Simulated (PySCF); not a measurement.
A GIAO shielding run with PySCF (density fitting, non-relativistic, gas phase) on SMILES C=CC(C=C)/C=C/S[SiH3], C7H12SSi:

```
$ OMP_NUM_THREADS=1 python probes_run.py task.json out

{"job": {"kind": "nmr", "xc": "PBE0", "basis": "pcSseg-1"}, "charge": 0, "multiplicity": 1}
C     -1.399887    -1.939616     0.200198
C     -1.903255    -0.751799    -0.075383
C     -1.119995     0.452463    -0.524082
C     -1.458604     1.679033     0.288031
C     -1.901120     1.654706     1.531152
C      0.365653     0.240003    -0.430091
C      1.173487     0.252348    -1.478086
S      2.912703     0.011324    -1.486232
Si     3.400499    -0.684831     0.488523
H     -0.344321    -2.144080     0.130819
H     -2.025379    -2.763426     0.499960
H     -2.970121    -0.580252    -0.005912
H     -1.382749     0.649678    -1.571860
H     -1.267695     2.621397    -0.208026
H     -2.083445     0.729232     2.052461
H     -2.105561     2.559279     2.078435
H      0.744367     0.086578     0.571178
H      0.808225     0.426925    -2.479201
H      2.553016    -1.834442     0.780300
H      4.800472    -1.039284     0.341585
H      3.194791     0.391708     1.450462
```

Hardware: 1 thread of an Arm Neoverse N1, shared host. The job also computes population analyses, field gradients.

Q: How large is the calculation?

A: 84 electrons, 227 basis functions and 1219 auxiliary functions.

Q: How long does it take, and how much memory does it need?

A: 92 s of wall time, with 14 SCF cycles and 5 response iterations; peak memory 1.1 GiB. Times on a shared host scatter by some tens of per cent.
